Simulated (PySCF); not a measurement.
Work out the structure from these simulated measurements.

Elements present: C, H, N and Si. Monoisotopic mass: 116.0770 u.

* Valence photoelectron: vertical ionisation energy: 8.10 eV [ΔSCF CAM-B3LYP/def2-SVPD]
* 13C NMR: chemical shifts (computed TMS as zero) by class: 53.3 (1 C), 45.9 (1 C), 40.5 (1 C), 37.4 (1 C) ppm [GIAO PBE0/pcSseg-1]
* XPS: Si2p3/2 106.3, C1s 290.4, C1s 290.6, C1s 291.3, C1s 291.4, N1s 404.1, N1s 404.6, Si1s 1846.1 eV [ΔSCF SCAN, pcX-2 on the ionised atom, pcseg-1 elsewhere, spin-free X2C, 2p3/2 from a spin–orbit splitting computed afterwards within the 2p shell]
* Polarisability: 89.7 au [CAM-B3LYP/def2-SVPD]
* UV, strongest line: among the 10 lowest singlet transitions: S6 at 6.74 eV (184 nm, f = 0.033) [TDDFT CAM-B3LYP/def2-SVPD]
* Triplet: lowest triplet excitation (Tamm–Dancoff): 5.35 eV [TDA CAM-B3LYP/def2-SVPD]
* Rotational structure: rotational constants A, B, C: 3.881, 1.570, 1.199 GHz [PBE0-D3(BJ)/def2-SVP]
* UV, first state: lowest singlet excitation: 5.63 eV (220 nm, f = 0.006) [TDDFT CAM-B3LYP/def2-SVPD]
* Dipole: 0.79 D [CAM-B3LYP/def2-SVPD]
* NMR, other nuclei: isotropic shieldings of nuclei other than C and H, by class: 216 (1 N), 245 (1 N), 378 (1 Si) ppm [GIAO PBE0/pcSseg-1]

Gas-phase values; electronic properties from PySCF, density fitting. Levels stand in brackets. Isolated species at its PBE0-D3(BJ)/def2-SVP geometry (one conformer only). NMR classes are plain means over equivalent atoms (diastereotopic ones count apart unless rotation or inversion swaps them), as if these changed places fast.

Question: Which formula fits the mass and the elements?

Answer: C4H12N2Si (calculated 116.0770). No other formula that holds each of these elements comes within 0.0003 u with a fitting electron parity and a possible valence count.

Question: Give a SMILES that accounts for the data.

Answer: Numbering: `[CH3:1][NH:2][C@@H:3]1[CH2:4][CH2:5][NH:6][SiH2:7]1`. Its formula, C4H12N2Si, gives 1 degree of unsaturation: 1 ring and 0 π bonds in the structure found. 4 carbons fall into 4 classes; from least to most shielded: ring sp3 carbon bound to nitrogen [C3] (53.3 ppm), ring sp3 carbon bound to nitrogen [C5] (45.9 ppm), N-methyl carbon [C1] (40.5 ppm), ring CH2 carbon [C4] (37.4 ppm). The other shieldings belong to: 216 ppm, secondary amine nitrogen [N2]; 245 ppm, silicon-bound nitrogen [N6]; 378 ppm, SiH2 silicon [Si7]. The core levels belong to: Si2p3/2 106.3 eV, SiH2 silicon [Si7]; C1s 290.4 eV, ring CH2 carbon [C4]; C1s 290.6 eV, sp3 carbon bound to nitrogen [C3]; C1s 291.3 eV, N-methyl carbon [C1]; C1s 291.4 eV, sp3 carbon bound to nitrogen [C5]; N1s 404.1 eV, silicon-bound nitrogen [N6]; N1s 404.6 eV, secondary amine nitrogen [N2]; Si1s 1846.1 eV, SiH2 silicon [Si7]. The first electron is taken from the HOMO, whose largest Löwdin shares are 0.48 on the secondary amine nitrogen, 0.14 on an sp3 carbon bound to nitrogen, 0.10 on the SiH2 silicon and 0.07 on the N-methyl carbon. The optimised geometry has point group C1 and is an asymmetric top. Structure: `[SiH2]1NCC[C@H]1NC`. The assignments are read from this structure; whether some other isomer fits the data as well wasn't checked. The mirror image fits equally.
